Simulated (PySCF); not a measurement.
# Magnetic susceptibility: `C=CCn1cc(C)pc1C`, C₈H₁₂NP

Geometry (Å), atoms numbered from 1 in this order:
```xyz
22

C     3.0689   -0.8620   -1.0997
C     1.7762   -1.0593   -0.9279
C     1.0880   -1.0586    0.4083
N    -0.0756   -0.2038    0.3910
C    -1.3225   -0.6746    0.1159
C    -2.2829    0.2884    0.0572
C    -3.7294    0.0277   -0.2131
P    -1.5842    1.8905    0.3561
C    -0.0372    1.1444    0.5365
C     1.2437    1.8506    0.8253
H     3.5208   -0.8757   -2.0765
H     3.7333   -0.6879   -0.2685
H     1.1211   -1.2264   -1.7729
H     1.7775   -0.7335    1.1915
H     0.7533   -2.0757    0.6420
H    -1.4653   -1.7327   -0.0235
H    -3.8924   -1.0285   -0.4208
H    -4.3375    0.3118    0.6454
H    -4.0710    0.6099   -1.0681
H     1.9807    1.6645    0.0428
H     1.6688    1.5305    1.7787
H     1.0554    2.9197    0.8796
```

Theory: PySCF, GIAO KT3/pcSseg-1 magnetisability, rotational g tensor and spin-rotation constants, non-relativistic, gas phase. Geometry: GFN2-xTB.

(1) How diamagnetic is it, and how anisotropic?

(2) Split it along the inertial axes a, b, c into diamagnetic and paramagnetic parts about the centre of mass, with the quadrupole moment.

(3) And the rotational g tensor?

Answers

(1) Isotropic -1639 × 10⁻³⁰ J/T², or -98.7 × 10⁻⁶ cm³/mol; principal values -2012, -1472, -1432 × 10⁻³⁰ J/T², anisotropy 560 × 10⁻³⁰ J/T² (root of half the summed squared differences of the principal values). The susceptibility is in cgs units.

(2) 
| axis | χ (10⁻⁶ cm³/mol) | diamagnetic (10⁻⁶ cm³/mol) | paramagnetic (10⁻⁶ cm³/mol) | summed x² of all electrons (Å²) | quadrupole Θ (D Å) |
| --- | --- | --- | --- | --- | --- |
| a | -91.1 | -726.2 | 635.0 | 370.4 | +2.33 |
| b | -87.1 | -1732.5 | 1645.4 | 133.2 | +0.74 |
| c | -117.9 | -2136.7 | 2018.9 | 37.9 | -3.07 |

Anisotropies 2χaa − χbb − χcc = +22.7 and 2χbb − χaa − χcc = +34.9 × 10⁻⁶ cm³/mol. Θ is traceless in Buckingham's convention.

(3) 
```tsv
axis	rotational constant (GHz)	g	nuclear part	electronic part
a	2.1144	-0.0285	0.6023	-0.6308
b	0.7616	-0.0114	0.5773	-0.5887
c	0.6079	+0.0003	0.5769	-0.5766
```
Asymmetric top; isotopes 12C, 1H, 14N, 31P; no vibrational averaging.
